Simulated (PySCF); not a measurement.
## Spin-rotation constants: SMILES [BH3-][n+]1ccc(CC)cc1, C$_{7}$H$_{12}$BN

Geometry:
```tsv
atom	x (Å)	y (Å)	z (Å)
B1	-3.446	0.180	0.257
N2	-1.894	0.127	0.107
C3	-1.148	1.202	0.348
C4	0.218	1.219	0.161
C5	0.869	0.076	-0.296
C6	2.356	0.033	-0.468
C7	3.026	-0.460	0.818
C8	0.074	-1.042	-0.538
C9	-1.287	-0.975	-0.325
H10	-3.833	0.585	-0.803
H11	-3.707	0.948	1.131
H12	-3.837	-0.927	0.466
H13	-1.681	2.074	0.698
H14	0.776	2.119	0.371
H15	2.728	1.030	-0.709
H16	2.613	-0.641	-1.288
H17	2.796	0.206	1.647
H18	4.105	-0.493	0.689
H19	2.675	-1.458	1.072
H20	0.516	-1.961	-0.893
H21	-1.928	-1.824	-0.504
```

Computed with GIAO PBE0/pcSseg-1 magnetisability, rotational g tensor and spin-rotation constants, non-relativistic, gas phase in PySCF 2.14.0. Geometry: GFN2-xTB.

Question: Give the nuclear spin-rotation constants along the inertial axes (H = +C I·J) beside the isotropic shieldings.

Answer: Rotational constants 4.5084, 0.9625, 0.8586 GHz. A star marks the isotopologue with that one atom substituted, in its own axes.
| atom | isotope | Caa (kHz) | Cbb (kHz) | Ccc (kHz) | mean (kHz) | σ (ppm) |
| --- | --- | --- | --- | --- | --- | --- |
| B1 | 11B | 0.545 | 0.166 | 0.173 | 0.294 | 120.7 |
| N2 | 14N | 0.926 | 0.211 | 0.021 | 0.386 | -15.6 |
| H10 | 1H | -0.290 | -0.089 | 0.026 | -0.118 | 28.5 |
| H11 | 1H | -0.315 | -0.010 | -0.045 | -0.123 | 28.9 |
| H12 | 1H | -0.315 | 0.001 | -0.055 | -0.123 | 29.0 |
| H13 | 1H | -0.230 | 0.066 | -0.077 | -0.080 | 22.8 |
| H14 | 1H | -0.275 | 0.064 | -0.093 | -0.102 | 24.4 |
| H15 | 1H | -0.392 | -0.014 | -0.068 | -0.158 | 29.0 |
| H16 | 1H | -0.391 | -0.025 | -0.058 | -0.158 | 29.0 |
| H17 | 1H | -0.464 | -0.033 | -0.059 | -0.185 | 30.6 |
| H18 | 1H | 0.109 | -0.111 | -0.092 | -0.032 | 30.2 |
| H19 | 1H | -0.463 | -0.024 | -0.068 | -0.185 | 30.6 |
| H20 | 1H | -0.266 | 0.061 | -0.093 | -0.099 | 24.4 |
| H21 | 1H | -0.240 | 0.069 | -0.077 | -0.083 | 22.8 |
| C3 | 13C* | 1.755 | 0.472 | 0.137 | 0.788 | 33.0 |
| C4 | 13C* | 1.663 | 0.421 | 0.109 | 0.731 | 56.8 |
| C5 | 13C* | 2.325 | 0.447 | 0.093 | 0.955 | 23.6 |
| C6 | 13C* | 0.675 | 0.161 | 0.153 | 0.329 | 152.8 |
| C7 | 13C* | 0.620 | 0.147 | 0.124 | 0.297 | 165.6 |

For the geometry as given, no vibrational averaging.
